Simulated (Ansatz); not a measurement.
`C[S][SnH]([CH3])[F]` + NH₃ → `[CH3][SnH]([NH2])[F]` + CH₃SH at 400 K and 1 bar (ligand exchange at the Sn–S bond).

Calculated with Ansatz (gas phase, PBE0-D4/def2-TZVP geometries, no zero-point term in ΔE). CBS: MP2 limit from def2 TZ/QZ plus the TZ coupled-cluster correction, frozen cores. This one scheme is used for every species. Elements past krypton have def2 core potentials. For Sn outer-core shells are correlated without core-valence functions, which leaves a few kJ/mol of doubt a bond. One conformer a species, not always the lowest.

```
               species  CCSD(T)/CBS energy (Eh)  H − E (kJ/mol)  S (J/(mol·K))
 `C[S][SnH]([CH3])[F]`               -791.97424           261.5          453.3
                   NH₃                -56.50880           104.2          203.1
`[CH3][SnH]([NH2])[F]`               -410.22990           218.3          399.2
                 CH₃SH               -438.22835           138.7          269.4
```

H − E and S are ideal-gas, rigid-rotor, harmonic terms from PBE0-D4/def2-TZVP, for one conformer and one mirror image of each species. 1 Eh = 2625.50 kJ/mol, R = 8.31446 J/(mol·K).

Question: By hand: ΔE, ΔH, ΔS and ΔG.

Answer: ΔE = (-410.22990) + (-438.22835) − (-791.97424) − (-56.50880) = 0.02479 Eh = 65.1 kJ/mol. Δ(H − E) = 218.3 + 138.7 − 261.5 − 104.2 = -8.7, so ΔH = 56.4 kJ/mol. ΔS = 399.2 + 269.4 − 453.3 − 203.1 = 12.2 J/(mol·K). ΔG = 56.4 − 400 × (12.2)/1000 = 51.5 kJ/mol.

Question: By hand: the equilibrium constant, and the temperature at which ΔG would vanish if ΔH and ΔS stayed fixed.

Answer: log₁₀ K = −ΔG/(RT ln 10) = -6.7. ΔG = 0 at ΔH/ΔS = 4623 K, far beyond where these terms or the molecules hold.

The number of gas molecules stays the same, so ΔS is small and ΔH decides. A doubt of 5 kJ/mol in ΔE shifts log₁₀ K by 0.7 here. Other conformers and mirror images would add mixing entropy, several J/(mol·K) or more a flexible species. Modes under 60 cm⁻¹, often nearly free rotors, make the harmonic entropy too high. These are equilibria of isolated gas molecules and say nothing of rates. Largest T1 diagnostic: 0.013 (customary marks: 0.02 for closed shells, 0.045 for open ones).
